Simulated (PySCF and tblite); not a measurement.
Values are calculated unless marked as measured or tabulated.
System: C3H6BFS, numbered as in [CH3:1][S:2]/[CH:3]=[CH:4]\[BH:5][F:6].

Motion: rotation about the B5–C4 bond (torsion F6–B5–C4–C3 from 180° to 360°, rising). GFN2-xTB gives an electronic barrier of 5.9 kcal/mol and a reaction energy of 1.0 kcal/mol.

What does PBE0/pcSseg-1 + D3(BJ) give on PBE0-D3(BJ)/def2-SVP geometries?

A barrier of 7.7 kcal/mol, 1.9 above the tight-binding barrier (from unrounded values), a reaction energy of 0.1 kcal/mol and, with GFN2-xTB thermal terms, ΔG‡(298 K) = 7.4 kcal/mol and k = 4.3×10⁷ s⁻¹ (2 equivalent paths).

And the level of the geometries itself, PBE0-D3(BJ)/def2-SVP?

7.8 kcal/mol.

Programs: tblite and PySCF.
